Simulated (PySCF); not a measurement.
SeF4, SMILES [Se](F)(F)(F)F. Atoms are numbered in the order given.

```xyz
5

Se     0.0000     0.0000    -0.3265
F      0.0000     1.7822    -0.1627
F      1.3241     0.0000     0.7794
F      0.0000    -1.7822    -0.1627
F     -1.3241     0.0000     0.7794
```

Geometry optimised at TPSSh-D3(BJ)/def2-SVP. The isomer is the one that the SMILES or the coordinates give; other isomers of the formula were not compared.

Level of theory: PBE/def2-TZVP (PySCF).

Symmetry labels are those of the subgroup C2v that the program uses (full group C2v).

Computed valence orbital energies around the gap with their symmetry:
| orbital | symmetry | energy (eV) |
|---|---|---|
| HOMO−7 | A1 | -11.59 |
| HOMO−6 | B2 | -11.24 |
| HOMO−5 | B1 | -11.11 |
| HOMO−4 | A1 | -10.27 |
| HOMO−3 | B1 | -10.08 |
| HOMO−2 | B2 | -9.76 |
| HOMO−1 | A2 | -9.61 |
| HOMO | A1 | -8.73 |
| LUMO | B1 | -3.80 |
| LUMO+1 | A1 | -2.46 |
| LUMO+2 | B2 | -0.77 |
| LUMO+3 | A1 | 3.89 |
